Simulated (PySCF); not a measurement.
**From a computed spectrum to the compound**

A species of 7 atoms with charge 3 has these harmonic modes (PBE0, small Gaussian bases with core potentials, PySCF 2.14.0):

```
cm⁻¹  km/mol  symmetry
  -7       –          
  68     6.5          
 150     0.3          
 456    15.1          
 457    12.3          
 668    79.6          
 682    35.9          
 722   262.1          
 726   618.5          
1663   228.4          
1666   100.9          
3465  1162.8          
3484    50.4          
3494   429.9          
3498   791.5
```

Problem. Which species is it, and in which structure?

Solution. [Yb(H2O)2]3+ (singlet in the valence; each metal's 4f electrons, 13 of them, lie in its core potential, out of spins and levels):
```xyz
7

Yb    0.2175    0.0249   -0.0009
O    -1.0079   -0.0724    1.7703
H    -0.8264    0.3186    2.6685
H    -1.8794   -0.5342    1.9058
O    -1.0151   -0.1598   -1.7616
H    -0.8129   -0.6439   -2.6084
H    -1.9078    0.2397   -1.9475
```
 Negative wavenumbers this small are taken as noise. An lcecp potential fixes the number of 4f electrons, so in runs with it no electron can move into or out of that shell.
 The answer isn't unique; the calculation gave this one.
